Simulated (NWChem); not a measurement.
System: BeNH2Cl; SMILES [NH2][Be][Cl]

Here is an NWChem input.

```
start job
memory heap 200 mb stack 900 mb global 1100 mb
geometry units angstroms noautoz
  Be     0.000636     0.538210     0.000000
  Cl     0.001411    -1.280499     0.000000
  N     -0.000734     2.030844     0.000000
  H     -0.005203     2.619726    -0.826028
  H     -0.005203     2.619726     0.826028
end
basis spherical
  * library def2-svp
end
dft
  xc b3lyp
  iterations 150
end
tddft
  cis
  nroots 6
end
task tddft energy
```

Output (shortened):

```
             Northwest Computational Chemistry Package (NWChem) 7.3.0
             --------------------------------------------------------

 CS  symmetry detected

                             Geometry "geometry" -> ""
                             -------------------------

 Output coordinates in angstroms (scale by  1.889725989 to convert to a.u.)

  No.       Tag          Charge          X              Y              Z
 ---- ---------------- ---------- -------------- -------------- --------------
    1 Be                   4.0000     0.00070536    -0.54355238     0.00000000
    2 Cl                  17.0000     0.00002289     1.27515666     0.00000000
    3 N                    7.0000     0.00053152    -2.03618699     0.00000000
    4 H                    1.0000    -0.00346556    -2.62507239    -0.82602800
    5 H                    1.0000    -0.00346556    -2.62507239     0.82602800

 Effective nuclear repulsion energy (a.u.)      62.7558630931

      Symmetry information
      --------------------

 Group name             Cs
 Group number              2
 Group order               2
 No. of unique centers     4

                                 NWChem DFT Module
                                 -----------------

 Summary of "ao basis" -> "ao basis" (spherical)
 ------------------------------------------------------------------------------
       Tag                 Description            Shells   Functions and Types
 ---------------- ------------------------------  ------  ---------------------
 Be                         def2-svp                 5        9   3s2p
 Cl                         def2-svp                 8       18   4s3p1d
 N                          def2-svp                 6       14   3s2p1d
 H                          def2-svp                 3        5   2s1p

      Symmetry analysis of basis
      --------------------------

        a'         35
        a"         16

            General Information
            -------------------
          SCF calculation type: DFT
          Wavefunction type:  closed shell.
          No. of atoms     :     5
          No. of electrons :    30
           Alpha electrons :    15
            Beta electrons :    15
          Charge           :     0
          Spin multiplicity:     1
          Use of symmetry is: off; symmetry adaption is: on
          Maximum number of iterations: 150
          AO basis - number of functions:    51
                     number of shells:    25
          Convergence on energy requested:  1.00D-06
          Convergence on density requested:  1.00D-05
          Convergence on gradient requested:  5.00D-04

              XC Information
              --------------
                         B3LYP Method XC Potential
                     Hartree-Fock (Exact) Exchange  0.200
                        Slater Exchange Functional  0.800 local
                    Becke 1988 Exchange Functional  0.720 non-local
              Lee-Yang-Parr Correlation Functional  0.810
                  VWN I RPA Correlation Functional  0.190 local

             Grid Information
             ----------------
          Grid used for XC integration:  medium
          Radial quadrature: Mura-Knowles
          Angular quadrature: Lebedev.
          Tag              B.-S. Rad. Rad. Pts. Rad. Cut. Ang. Pts.
          ---              ---------- --------- --------- ---------
          Be                  1.05       49           8.0       434
          Cl                  1.00       88          11.0       590
          N                   0.65       49           9.0       434
          H                   0.35       45          10.0       434
          Grid pruning is: on
          Number of quadrature shells:   276
          Spatial weights used:  Erf1

      Superposition of Atomic Density Guess
      -------------------------------------

 Sum of atomic energies:        -529.11998568

      Non-variational initial energy
      ------------------------------

 Total energy =    -529.988386
 1-e energy   =    -852.503449
 2-e energy   =     259.759199
 HOMO         =      -0.369242
 LUMO         =      -0.013650

      Symmetry analysis of molecular orbitals - initial
      -------------------------------------------------

  Numbering of irreducible representations:

     1 a'          2 a"

  Orbital symmetries:

[...]

                                NWChem TDDFT Module
                                -------------------

            General Information
            -------------------
           No. of orbitals :     102
            Alpha orbitals :      51
             Beta orbitals :      51
        Alpha frozen cores :       0
         Beta frozen cores :       0
     Alpha frozen virtuals :       0
      Beta frozen virtuals :       0
         Spin multiplicity :       1
    Number of AO functions :      51
        Use of symmetry is : off
      Symmetry adaption is : on
         Schwarz screening :  0.10D-07

              XC Information
              --------------
                  B3LYP Method XC Potential
              Hartree-Fock (Exact) Exchange   0.20
                 Slater Exchange Functional   0.80 local
             Becke 1988 Exchange Functional   0.72 non-local
       Lee-Yang-Parr Correlation Functional   0.81
           VWN I RPA Correlation Functional   0.19 local

             TDDFT Information
             -----------------
          Calculation type : Tamm-Dancoff TDDFT
         Wavefunction type : Restricted singlets & triplets
          No. of electrons :      30
           Alpha electrons :      15
            Beta electrons :      15
              No. of roots :       6
          Max subspacesize :    5200
            Max iterations :     100
               Target root :       1
           Target symmetry : none
      Symmetry restriction : off
                 Algorithm : Optimal
        Davidson threshold :  0.10D-03

    6 smallest eigenvalue differences (eV)
--------------------------------------------------------
  No. Spin  Occ  Vir  Irrep   E(Occ)    E(Vir)   E(Diff)
--------------------------------------------------------
    1    1   15   16 a'       -0.261    -0.005     6.972
    2    1   15   17 a"       -0.261     0.010     7.375
    3    1   15   18 a'       -0.261     0.047     8.389
    4    1   14   16 a"       -0.321    -0.005     8.582
    5    1   13   16 a'       -0.323    -0.005     8.640
    6    1   14   17 a'       -0.321     0.010     8.985
--------------------------------------------------------

  Entering Davidson iterations
  Restricted singlet excited states

  Iter   NTrls   NConv    DeltaV     DeltaE      Time
  ----  ------  ------  ---------  ---------  ---------
    1      6       0     0.18E+00   0.10+100        1.5
    2     12       0     0.26E-01   0.45E-01        1.5
    3     18       0     0.74E-02   0.12E-02        1.5
    4     24       1     0.36E-01   0.11E-01        1.5
    5     29       3     0.26E-01   0.68E-02        1.4
    6     32       5     0.26E-02   0.16E-02        1.2
    7     33       5     0.40E-03   0.12E-04        0.9
    8     34       5     0.13E-03   0.29E-06        0.9
    9     35       6     0.47E-04   0.45E-07        0.9
  ----  ------  ------  ---------  ---------  ---------
  Convergence criterion met

  Ground state a'       -530.832740629622 a.u.

  ----------------------------------------------------------------------------
  Root   1 singlet a'             0.216227455 a.u.                5.8839 eV
  ----------------------------------------------------------------------------
     Transition Moments    X  0.58101   Y -0.00085   Z -0.00000
     Dipole Oscillator Strength                    0.0486609165
     Electric Quadrupole                           0.0000002036
     Magnetic Dipole                               0.0000018427
     Total Oscillator Strength                     0.0486629628

     Occ.   15  a'  ---  Virt.   16  a'       0.99795
  ----------------------------------------------------------------------------
  Root   2 singlet a"             0.219724402 a.u.                5.9790 eV
  ----------------------------------------------------------------------------
     Transition Moments    X -0.00000   Y  0.00000   Z  0.00055
     Dipole Oscillator Strength                    0.0000000449
     Electric Quadrupole                           0.0000000296
     Magnetic Dipole                               0.0000002898
     Total Oscillator Strength                     0.0000003643

     Occ.   15  a'  ---  Virt.   17  a"      -0.99732
  ----------------------------------------------------------------------------
  Root   3 singlet a"             0.279124190 a.u.                7.5954 eV
  ----------------------------------------------------------------------------
     Transition Moments    X -0.00000   Y -0.00000   Z -0.59621
     Dipole Oscillator Strength                    0.0661465712
     Electric Quadrupole                           0.0000000573
     Magnetic Dipole                               0.0000005949
     Total Oscillator Strength                     0.0661472233

     Occ.   14  a"  ---  Virt.   16  a'       0.99594
     Occ.   14  a"  ---  Virt.   19  a'       0.06650
  ----------------------------------------------------------------------------
  Root   4 singlet a'             0.282158271 a.u.                7.6779 eV
  ----------------------------------------------------------------------------
     Transition Moments    X -0.79899   Y  0.00003   Z  0.00000
     Dipole Oscillator Strength                    0.1200840267
     Electric Quadrupole                           0.0000000038
     Magnetic Dipole                               0.0000000457
     Total Oscillator Strength                     0.1200840762

[...]
```

Level: B3LYP/def2-SVP, TDA. Coordinates come from a PBE0/def2-SVP optimisation.
